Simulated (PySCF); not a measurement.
An unknown shows these calculated signals:

1H NMR (400 MHz, computed): δ 6.15 (m, 2H), 4.09 (m, 2H), 2.69 (m, 4H), 0.18 (m, 3H).

13C{1H} NMR (computed): δ 139.3 (CH), 32.6 (CH2), -8.0 (CH3).

One computed conformer, relativity neglected, isolated molecule, rapidly exchanging positions averaged. Shielding tensors at PBE0/pcSseg-1 (GIAO); GFN2-xTB geometry; PySCF 2.14.

Scale: 1H, 13C vs TMS (reference shieldings calculated alike).

Which of these does the molecule contain: a non-aromatic C=C double bond, a Si–H bond, a Si–CH3 group, an ester, a nitrile, a C≡C triple bond?

Answers


- A non-aromatic C=C double bond: yes.
- A Si–H bond: yes (δH 4.09 (m)).
- A Si–CH3 group: yes (δC -8.0; δH 0.18 (m)).
- An ester: no.
- A nitrile: no.
- A C≡C triple bond: no.

The data belong to `C[SiH2]P1CC=CC1`, C5H11PSi; they needn't prove each group on their own.

Carbon signals by region: 1 in the sp2 and nitrile region (100–160 ppm), 2 below 50 ppm.

Splittings by 31P in the carbon and heteronuclear signals aren't shown, as no couplings were computed. Shifts are as computed. Against solution values, carbons near 30 ppm lie about +3 ppm off and those near 130 ppm about +5 ppm. Of 1211 compounds with measured shifts, 218 miss one by over three times the rms of a fit or turn the order of signals round; such compounds aren't used in these exercises. No couplings were computed; multiplicities are counted from neighbouring protons, with m where these are inequivalent, close in shift, in a saturated or five-membered ring or joined by F or P, and br s for small geminal =CH2 splittings.
